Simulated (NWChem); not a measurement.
# Correlation energy of FS

```xyz
2

S      0.0000     0.0000     0.5862
F      0.0000     0.0000    -1.0421
```
Charge 0, spin multiplicity 2.

Program: NWChem. All single points use one geometry, from UB3LYP/def2-SVP, a minimum by its harmonic frequencies.

Basis set: 3-21G. Each correlation energy counts from its own Hartree-Fock reference.

The correlated methods keep 6 core orbitals frozen. The structure started from a generated list of species. The unpaired electrons of the parent sit in orbitals of symmetry b1 (C2v labels of the run); other states weren't searched. The stability of the SCF solutions was not checked. Open-shell Hartree-Fock references start from PBE0 orbitals. Coupled-cluster values serve here as a point of comparison, not as the truth.

```tsv
method	correlation energy (mHa)
UMP2	?
SCS-UMP2	-156.0
CCSD on UHF	?
CCSD[T] on UHF	-170.8
CCSD(T) on UHF	?
CCSD on ROHF	?
CCSD[T] on ROHF	-171.9
CCSD(T) on ROHF	-171.0
CCSDT on ROHF	-171.3
```

Question: What belongs in the gaps?

Answer: 
- UMP2, correlation energy (mHa): -159.2
- CCSD on UHF, correlation energy (mHa): -167.0
- CCSD(T) on UHF, correlation energy (mHa): -169.9
- CCSD on ROHF, correlation energy (mHa): -168.0
